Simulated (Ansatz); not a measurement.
A nudged elastic band was laid between two geometries of AlClFH3O2 + FH (10 atoms, charge 0, multiplicity 1).

Method: RKS PBE-D4/def2-SVP in Ansatz.

```yaml
movable_images: 9
climbing_image: yes
spring: 5.0 eV/Å²
optimiser: quadratic models (default)
start_path: through a guess of the saddle point
force_threshold: 0.05 eV/Å
iteration_limit: 60
end_points: relaxed
```

First end point:

```xyz
10
Properties=species:S:1:pos:R:3
Al -0.381 -0.579 -0.223
Cl 1.020 0.554 -1.549
O 0.478 -1.849 0.540
O -1.974 -0.757 -0.827
H 0.432 1.352 1.108
F -0.445 0.768 1.107
H 1.577 1.538 -0.127
F 1.555 1.927 0.812
H 0.047 -2.693 0.746
H -2.310 -0.262 -1.587
```

Last end point:

```xyz
10
Properties=species:S:1:pos:R:3
Al -0.384 -0.610 -0.130
Cl 1.482 0.086 -1.174
O -0.263 -2.225 0.428
O -1.806 0.036 -0.835
H 0.377 1.419 1.073
F -0.186 0.561 1.329
H 1.421 1.636 -0.241
F 1.137 2.283 0.493
H 0.583 -2.694 0.484
H -2.361 -0.493 -1.426
```

Q: Which bonds break or form, and what moves?

A: No bond is made or broken.

Q: What energy profile does the band end with?

A: The run converged. The highest image is number 4 of 0 to 10, 4.7 kJ/mol above the ends, which have the same energy within 2 meV. The profile has 2 maxima (images 4, 6) with wells between them (image 5): this band takes more than one step, which may be the mechanism or a detour left from its start path. A structure lower than the first end lies on the path between it and the top, so the climb from that side starts below the end, which may itself be a saddle point or a shallow side well. A structure lower than the last end lies on the path between it and the top, so the climb from that side starts below the end, which may itself be a saddle point or a shallow side well. A vibrational analysis at the climbing image gives one clearly imaginary mode, 239i cm⁻¹: a first-order saddle point.

| image | path coordinate (Å) | energy (kJ/mol) |
| --- | --- | --- |
| 0 | 0.00 | 0.0 |
| 1 | 0.56 | -0.3 |
| 2 | 1.12 | -1.0 |
| 3 | 1.68 | -0.1 |
| 4 | 2.24 | 4.7 |
| 5 | 3.22 | 0.4 |
| 6 | 4.21 | 2.6 |
| 7 | 5.19 | 0.3 |
| 8 | 6.18 | 0.3 |
| 9 | 7.17 | -0.8 |
| 10 | 8.16 | -0.2 |

Q: What is the geometry of the highest image?

A: 
```xyz
10
Properties=species:S:1:pos:R:3
Al -0.314 -0.631 -0.213
Cl 1.382 0.316 -1.354
O 0.011 -2.273 0.124
O -1.828 -0.029 -0.759
H 0.422 1.318 1.116
F -0.071 0.391 1.337
H 1.310 1.708 -0.256
F 1.059 2.264 0.577
H 0.279 -2.654 0.971
H -2.250 -0.409 -1.544
```

Time of the run: 9.2 min on 2 threads of Intel(R) Xeon(R) Platinum 8559C (Emerald Rapids), with other jobs on the host, peak memory 0.18 GiB.
